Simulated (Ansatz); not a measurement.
`OC([SiH3])O[SiH3]` → `OC(O)[SiH3]` + `[SiH2]`  (silylene loss)

Gas-phase electronic energies from Ansatz, PBE0-D4/def2-TZVP geometries. CCSD(T)/CBS adds triple-zeta CCSD(T) − MP2 to the extrapolated MP2 energy (def2 sets, frozen cores). This one scheme is used for every species. DFT in def2-TZVPP. One conformer a species, not always the lowest.

`OC([SiH3])O[SiH3]`:

Cartesian coordinates in Å:
```
O -0.873 -1.019 -0.863
C -0.541 -0.166 0.204
Si -0.165 -1.121 1.814
O 0.586 0.626 -0.092
Si 0.668 1.544 -1.470
H -0.183 -1.685 -0.952
H -1.423 0.478 0.318
H 0.316 -0.204 2.877
H 0.887 -2.121 1.483
H -1.390 -1.827 2.269
H 1.739 2.537 -1.222
H -0.637 2.223 -1.701
H 1.018 0.734 -2.665
```

`OC(O)[SiH3]`:

```xyz
10

O    -1.082   -0.353    1.161
C    -0.395   -0.534   -0.050
O     0.555   -1.571    0.030
Si    0.408    1.139   -0.502
H    -1.543   -1.173    1.371
H    -1.079   -0.861   -0.844
H     1.220   -1.318    0.679
H    -0.579    2.247   -0.479
H     1.007    1.029   -1.857
H     1.488    1.394    0.491
```

`[SiH2]`:

Z-matrix (Å, degrees):
```
Si
H 1 1.525
H 1 1.525 2 91.2
```

**Question.** Is it downhill or uphill in electronic energy at CCSD(T)/CBS, and by how much? (An estimate is asked.)

**Answer.** Computed: Uphill: ΔE = +76.4 kcal/mol.

**Question.** What do these levels give: r2SCAN-D4, ωB97X-V, HF/def2-TZVPP, CCSD(T)/def2-TZVPP, HF/CBS(def2), CCSD/CBS(def2)? (Best estimate.)

**Answer.** The calculation gave: r2SCAN-D4 80.8, ωB97X-V 78.7, HF/def2-TZVPP 74.7, CCSD(T)/def2-TZVPP 75.0, HF/CBS(def2) 75.2, CCSD/CBS(def2) 75.6 kcal/mol.

Largest T1 diagnostic among the species: 0.014.

From PBE to PBE0 (25 % exact exchange), in def2-TZVPP and without D4, ΔE moves by +2.8 kcal/mol. The D4 term adds +3.4 kcal/mol with B3LYP and +1.9 kcal/mol with PBE0; it sums over pairs of atoms, weighted by their polarisabilities, and B3LYP, whose exchange is more repulsive, gets the larger term.

B3LYP here is the variant with VWN-RPA as its local correlation; programs differ in this.
